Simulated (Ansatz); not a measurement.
C₅H₈F₃InN₂⁻, that is In(IMe)F3 with one electron more. The state is a doublet with charge -1. Geometry PBE-D4/def2-SVP, that of the neutral singlet; atoms count from 1.

```xyz
19

In    1.1657   -1.1073   -1.8005
C     0.0931   -0.0528   -0.1432
N     0.6157    0.3485    1.0428
C     2.0167    0.1562    1.4192
C    -0.3641    0.9407    1.8223
C    -1.5292    0.8952    1.0934
N    -1.2227    0.2764   -0.1072
C    -2.1592   -0.0066   -1.1954
H     2.5806    1.1020    1.2960
H     2.0706   -0.1678    2.4755
H     2.4457   -0.6353    0.7663
H    -0.1617    1.3309    2.8244
H    -2.5394    1.2384    1.3362
H    -1.7253   -0.8144   -1.8247
H    -3.1221   -0.3463   -0.7700
H    -2.3273    0.9038   -1.8040
F    -0.3681   -2.1715   -2.5541
F     2.6016   -2.0266   -0.7300
F     1.9294    0.1364   -3.1469
```

In the def2 sets In takes a core potential; there is no spin–orbit coupling. The highest occupied level of the charge -1 doublet lies above zero (up to 1.90 eV). By energy differences it is unbound by 0.33 eV (vertical, against the charge 0 singlet, at PBE0-D4/def2-TZVP) and held by the finite basis.

(1) Estimate the Mulliken populations from the PBE0/def2-TZVP orbitals of Ansatz.

(2) Where does the spin sit?

(3) And the Mayer bond orders between heavy atoms (over 0.3)?

## Answers

(1) 
```tsv
atom	charge (e)	spin (α − β)
In1	0.93	0.18
C2	-0.30	0.59
N3	0.04	0.09
C4	-0.32	-0.03
C5	-0.17	0.00
C6	-0.17	0.00
N7	0.04	0.09
C8	-0.32	-0.03
H9	0.09	0.03
H10	0.09	0.01
H11	0.20	0.01
H12	0.10	0.00
H13	0.10	0.00
H14	0.20	0.01
H15	0.09	0.01
H16	0.09	0.03
F17	-0.57	0.00
F18	-0.57	0.00
F19	-0.57	0.00
```
Mulliken values depend strongly on the basis.

(2) Summed by element: In 0.18, C 0.54, N 0.18, H 0.09, F 0.00, of 1 unpaired in all. Largest on single atoms: C2 0.59, In1 0.18, N3 0.09.

(3) In1–C2 1.00 (2.24 Å); In1–F17 0.61 (2.01 Å); In1–F18 0.61 (2.01 Å); In1–F19 0.72 (1.99 Å); C2–N3 1.06 (1.36 Å); C2–N7 1.06 (1.36 Å); N3–C4 0.95 (1.46 Å); N3–C5 1.11 (1.39 Å); C5–C6 1.70 (1.38 Å); C6–N7 1.11 (1.39 Å); N7–C8 0.95 (1.46 Å).
